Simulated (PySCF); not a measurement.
Species: C6H11P.
Bonds: C1–C2, C2–P3, P3–C4, C4–C5, C5–C6, P3–C7, C1–C7, C4–C6. Hydrogens: H8, H9 on C1; H10, H11 on C2; H12 on C4; H13, H14 on C5; H15, H16 on C6; H17, H18 on C7.

NICS = −σ at a ghost point: NICS(0) at the centroid of the ring atoms, NICS(1) 1 Å to either side along the normal of their mean plane, zz for the tensor component along that normal. Level: GIAO PBE0/pcSseg-1 (PySCF, non-relativistic, gas phase) on the GFN2-xTB geometry, one conformer.

Rings: 1. C1–C2–P3–C7; 2. C4–C5–C6.

```
set  NICS(0)  NICS(1), two faces  NICS(1)zz, two faces
  P    -43.9         -8.5 / -8.4         -23.9 / -22.5
  Q      3.9           1.6 / 0.6             9.3 / 6.5
```

**Question.** Which set (ppm) belongs to which ring?

**Answer.** P = 2, Q = 1.
- 1 (4-membered ring with P; formal bonds all single): mean NICS(1)zz 7.9 ppm, deshielded. C1, C2, C7 have four or more neighbours; no verdict on aromaticity is drawn.
- 2 (3-membered carbocycle; formal bonds all single): mean NICS(1)zz -23.2 ppm, shielded. C4, C5, C6 have four or more neighbours, and the NICS criterion for π rings isn't applied.

**Question.** How do the rings differ in shape?

**Answer.** 
```tsv
ring	bond lengths (Å)	rms pucker (Å)	HOMA	nearest outside atom to a NICS(1) probe (Å)
1	1.536, 1.881, 1.881, 1.536	0.09	–	hydrogen 1.54
2	1.503, 1.492, 1.503	0.00	–	hydrogen 1.44
```

Conformer computed: `[CH2:1]1[CH2:2][P:3]([CH:4]2[CH2:5][CH2:6]2)[CH2:7]1`: C2–P3–C4–C5 108°.
